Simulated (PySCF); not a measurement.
SMILES CO[SiH2]B(O)O (CH7BO3Si), GFN2-xTB optimised geometry.

```
13

C      2.85    -0.40     0.00
O      1.45    -0.40     0.00
Si     0.47     0.92     0.00
B     -1.32     0.12    -0.01
O     -1.58    -1.22     0.00
O     -2.38     0.94    -0.03
H      3.19    -1.43     0.04
H      3.23     0.08    -0.90
H      3.23     0.14     0.87
H      0.83     1.78     1.15
H      0.84     1.79    -1.14
H     -0.81    -1.79     0.01
H     -3.23     0.49    -0.04
```

Density from PBE0/def2-TZVP in PySCF at that geometry.

Minimum of the electron density along straight lines between bonded atoms, close to the bond critical point (lines longer than 1.1 times the sum of covalent radii, or with two minima, are not listed):

| bond | length / Å | ρ at the minimum / e bohr⁻³ | ∇²ρ there / e bohr⁻⁵ | position (fraction from the first atom) |
|---|---|---|---|---|
| C1–O2 | 1.396 | 0.264 | -0.49 | 0.35 |
| O2–Si3 | 1.643 | 0.136 | 0.84 | 0.59 |
| Si3–B4 | 1.962 | 0.123 | (withheld) | 0.39 |
| B4–O5 | 1.362 | 0.208 | 0.94 | 0.33 |
| B4–O6 | 1.351 | 0.215 | 1.00 | 0.33 |
| C1–H7 | 1.091 | 0.286 | -1.02 | 0.65 |
| C1–H8 | 1.092 | 0.284 | -1.00 | 0.64 |
| C1–H9 | 1.092 | 0.284 | -1.00 | 0.64 |
| Si3–H10 | 1.479 | 0.122 | 0.17 | 0.49 |
| Si3–H11 | 1.479 | 0.122 | 0.17 | 0.49 |
| O5–H12 | 0.956 | 0.363 | -2.55 | 0.81 |
| O6–H13 | 0.961 | 0.359 | -2.47 | 0.81 |

### Question
Complete the blanks.

### Answer

- Si3–B4, ∇²ρ there / e bohr⁻⁵: -0.03
